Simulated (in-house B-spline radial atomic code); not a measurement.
A calculation on Pb³⁺: its settings, and results tabulated from the run. Level of theory: scalar-relativistic (X2C) revTPSS, spin-polarised, spherical fractional occupations, Fermi nucleus of rms radius 5.5012 fm; calculated with a B-spline radial code for spherical atoms.

Command:
```bash
python run_scf.py task.json out
```
Settings (nuclear radius in fm, mass in u):
```
Z                82
configuration    [Xe] 4f14 5d10 6s1
hamiltonian      x2c
method           revtpss,revtpss
spin_polarised   True
nucleus          fermi
rms_radius       5.5012
atomic_mass      207.97665
speed_of_light   137.035999084
```

Output (hartree, bohr):
```
 radial grid: 77 intervals, B-splines of order 8, outer radius 51.8919 bohr

 iter        energy (Eh)    residual
    1      -20881.611904    1.34e-01
    2      -20881.615969    2.33e-03
    3      -20881.616026    7.67e-04
    4      -20881.616029    3.49e-04
    5      -20881.616029    5.96e-05
    6      -20881.616029    2.81e-05
    7      -20881.616029    4.58e-06
    8      -20881.616029    1.23e-06
    9      -20881.616029    5.05e-07

 total energy                    -20881.61603
 kinetic                           24309.9059
 electron-nucleus                 -52794.2829
 Hartree                            7994.3937
 exchange-correlation               -391.6328

 orbital      occ     eigenvalue          <r>       <r^2>       <1/r>       r_max
 1s up      1.000     -3228.0533     0.015182 0.000327044     113.533    0.008832
 1s down    1.000     -3228.0515     0.015182 0.000327044     113.533    0.008832
 2s up      1.000      -578.0406    0.0667008  0.00533516      26.765     0.05695
 2s down    1.000      -578.0400    0.0667008  0.00533517      26.765     0.05695
 2p up      3.000      -498.4527    0.0607596  0.00453308     21.2874      0.0469
 2p down    3.000      -498.4522    0.0607597  0.00453309     21.2873      0.0469
 3s up      1.000      -139.6392     0.173933    0.034754     9.57654      0.1613
 3s down    1.000      -139.6386     0.173933    0.034754     9.57651      0.1613
 3p up      3.000      -116.6734     0.175516   0.0358411     8.13763      0.1609
 3p down    3.000      -116.6727     0.175516   0.0358411     8.13763      0.1609
 3d up      5.000       -92.0977       0.1599   0.0299315     7.49701      0.1313
 3d down    5.000       -92.0972     0.159899   0.0299314     7.49702      0.1313
 4s up      1.000       -32.4634     0.384312    0.166853       3.998      0.3629
 4s down    1.000       -32.4628     0.384306    0.166847     3.99802      0.3629
 4p up      3.000       -24.8867     0.408894    0.190145     3.46227      0.3819
 4p down    3.000       -24.8858     0.408881    0.190132     3.46236      0.3819
 4d up      5.000       -15.7997     0.431207    0.214704     3.07555      0.3888
 4d down    5.000       -15.7984     0.431186    0.214682      3.0757      0.3888
 5s up      1.000        -6.3407     0.856663    0.822552     1.63468      0.7913
 5s down    1.000        -6.3394      0.85652    0.822059     1.63452      0.7915
 5p up      3.000        -4.2370     0.976297     1.07499     1.37358      0.8813
 5p down    3.000        -4.2343     0.974763      1.0709     1.37514      0.8814
 4f up      7.000        -5.9245     0.454234    0.247177     2.67381      0.3499
 4f down    7.000        -5.9228     0.454186    0.247117     2.67403      0.3499
 5d up      5.000        -1.8234      1.27976     1.89025     1.02257       1.069
 5d down    5.000        -1.8083      1.26962     1.85869     1.03042       1.066
 6s up      1.000        -1.3841      2.09041      4.8814    0.619767       1.885
```

Cost of the run: 0.45 s on 1 thread of Intel(R) Xeon(R) 6975P-C, with other jobs on the host.

One-electron X2C: radii and densities carry no picture-change correction, so inner-shell <1/r> comes out high (for 1s by about 2 % at Z = 33, 5 % at 54, 10 % at 75, 30 % at 118) and <r> low.
